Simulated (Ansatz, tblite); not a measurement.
Interaction energy of H2Ge ··· H2O (SMILES [GeH2] and O). Monomers: optimised at B3LYP-D3(BJ) (def2-TZVP), held rigid. Orientation: lowest of the rigid-body minima from ten starts at GFN2-xTB. Only R, the distance of the centres of mass, is varied, so the lowest point isn't the relaxed dimer.

- GFN2-xTB (tblite)
- CCSD(T)/aug-cc-pVDZ = CCSD(T) on RHF/aug-cc-pVDZ, cores with 3d frozen, counterpoise-corrected (Ansatz, a first-principles code)

Interaction energies in kJ/mol; the last columns give the difference from CCSD(T):

| R / Å | GFN2-xTB | CCSD(T)/aug-cc-pVDZ | GFN2-xTB − CCSD(T)/aug-cc-pVDZ |
|---|---|---|---|
| 2.18 | -52.44 | -34.83 | -17.61 |
| 2.41 | -62.24 | -44.51 | -17.73 |
| 2.59 | -58.89 | -41.63 | -17.26 |
| 2.83 | -49.01 | -33.78 | -15.24 |
| 3.08 | -37.84 | -25.52 | -12.32 |
| 3.42 | -25.24 | -16.82 | -8.42 |
| 3.90 | -13.57 | -9.33 | -4.24 |
| 4.59 | -5.70 | -4.31 | -1.39 |
| 5.57 | -2.19 | -1.74 | -0.45 |
| 6.90 | -0.92 | -0.67 | -0.26 |

GFN2-xTB is furthest from CCSD(T)/aug-cc-pVDZ at 2.41 (-17.73 kJ/mol, below); its mean absolute difference over the points is 9.49 kJ/mol.
